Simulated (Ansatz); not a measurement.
One change: `CC(=N)[SiH3]` becomes `N=C([SiH3])BO`.

Ansatz, PBE0-D4/def2-TZVP geometries, multiplicity 1. Each molecule was computed in one conformer, which needn't be the lowest.

```json
{"property": "size of the dipole moment (ωB97M-V/def2-TZVPP) / D", "`CC(=N)[SiH3]`": "1.64"}
{"property": "LUMO energy (PBE/def2-TZVPP) / eV", "`CC(=N)[SiH3]`": "-1.78"}
{"property": "HOMO–LUMO gap (B3LYP/def2-TZVPP) / eV", "`CC(=N)[SiH3]`": "6.05"}
{"property": "HOMO–LUMO gap (PBE0/def2-TZVPP) / eV", "`CC(=N)[SiH3]`": "6.49"}
{"property": "HOMO–LUMO gap (ωB97M-V/def2-TZVPP) / eV", "`CC(=N)[SiH3]`": "11.01"}
{"property": "zero-point energy (PBE0-D4/def2-TZVP) / kJ/mol", "`CC(=N)[SiH3]`": "219.7"}
```

Question: Give the same properties after the change, and the shifts. (Best estimate.)

Answer: The calculation gave: 
```tsv
property	`N=C([SiH3])BO`	shift
size of the dipole moment (ωB97M-V/def2-TZVPP) / D	1.72	0.08
LUMO energy (PBE/def2-TZVPP) / eV	-2.88	-1.10
HOMO–LUMO gap (B3LYP/def2-TZVPP) / eV	4.68	-1.37
HOMO–LUMO gap (PBE0/def2-TZVPP) / eV	5.11	-1.38
HOMO–LUMO gap (ωB97M-V/def2-TZVPP) / eV	9.59	-1.42
zero-point energy (PBE0-D4/def2-TZVP) / kJ/mol	195.2	-24.5
```

With PBE0 the HOMO rises by 0.26 eV and the LUMO falls by 1.13 eV, so the gap narrows by about 1.39 eV. PBE moves the HOMO by 0.24 eV and ωB97M-V by 0.29 eV. Dipoles are sizes alone; their direction can turn.

B3LYP here is the variant with VWN-RPA as its local correlation; programs differ in this.
